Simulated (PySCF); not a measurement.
## Correlation energy of C (carbon, neutral)

[He] 2s1 2p2 3s1, high-spin 5P determinant (an excited configuration). Computed with PySCF 2.14 in aug-cc-pVTZ with one added diffuse shell each of s, p, d, f type (6s5p4d3f, 62 functions), with no relativity, point nucleus. Frozen: 1s2; 4 electrons correlated.

```
  level  correlation energy (mhartree)
   CCSD                         -20.30
    (T)                          -0.17
CCSD(T)                         -20.47
```

Diagnostics: T1 = 0.012, D1 = 0.0329, largest double amplitude 0.027.

The outer electron is Rydberg-like, and this basis confines it to a smaller radius and binds it less than a complete one would.

Cost of the coupled-cluster step: about 5 core-seconds, for 4 correlated electrons.
